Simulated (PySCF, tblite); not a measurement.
Isomers of C6H6FNO, one GFN2-xTB conformer each. Single-point energies are computed at PBE0/pcSseg-1 (PySCF, gas phase, no added dispersion term), electronic only.

```tsv
SMILES	GFN2-xTB relative energy (kJ/mol)
CC1=CC[C@@](F)(C#N)O1	0.0
N#CC1=C[C@H](F)COC1	20.1
C#C/C(=C\F)C(=O)NC	88.3
```

Conformers: `[N:1]#[C:2][C:3]1=[CH:4][C@H:5]([F:6])[CH2:7][O:8][CH2:9]1` with C3–C4–C5–F6 142°, C4–C5–C7–O8 -51°, C5–C7–O8–C9 66°, C7–O8–C9–C3 -45°; `[CH:1]#[C:2]/[C:3](=[CH:4]\[F:5])[C:6](=[O:7])[NH:8][CH3:9]` with C2–C3–C6–O7 180°, C3–C6–N8–C9 180°.

Problem. What does PBE0/pcSseg-1 give for the same structures?

Solution. 
| SMILES | PBE0/pcSseg-1 E (Eh) | PBE0/pcSseg-1 (kJ/mol) | GFN2-xTB (kJ/mol) | point group |
| --- | --- | --- | --- | --- |
| CC1=CC[C@@](F)(C#N)O1 | -461.46338 | 0.0 | 0.0 | C1 |
| N#CC1=C[C@H](F)COC1 | -461.45339 | 26.2 | 20.1 | C1 |
| C#C/C(=C\F)C(=O)NC | -461.42978 | 88.2 | 88.3 | Cs |

Both levels put the same isomer lowest; measured from each level's own lowest isomer, the values differ by up to 6.1 kJ/mol (N#CC1=C[C@H](F)COC1: 20.1 against 26.2). As drawn, the lowest has a C≡N group, which the highest lacks; the highest has a C=O bond, a C≡C bond and an N–H bond, which the lowest lacks.

Problem. Which frontier levels, dipoles and rotational constants go with these structures?

Solution. 
```csv
SMILES,"HOMO (eV, PBE0/pcSseg-1)",LUMO (eV),dipole (D),"A, B, C (MHz)"
CC1=CC[C@@](F)(C#N)O1,-7.22,-0.21,4.60,"3046, 1200, 1144"
N#CC1=C[C@H](F)COC1,-8.19,-1.78,2.81,"2971, 1173, 874.9"
C#C/C(=C\F)C(=O)NC,-7.39,-1.46,3.24,"2606, 1133, 793.8"
```

Problem. What happens when harmonic zero-point energies from GFN2-xTB frequencies are added?

Solution. 
```csv
SMILES,ZPE (kJ/mol),electronic (kJ/mol),with ZPE (kJ/mol)
CC1=CC[C@@](F)(C#N)O1,282.5,0.0,0.0
N#CC1=C[C@H](F)COC1,285.8,26.2,29.6
C#C/C(=C\F)C(=O)NC,276.2,88.2,81.9
```

The zero-point energies span 9.6 kJ/mol. The order is unchanged.
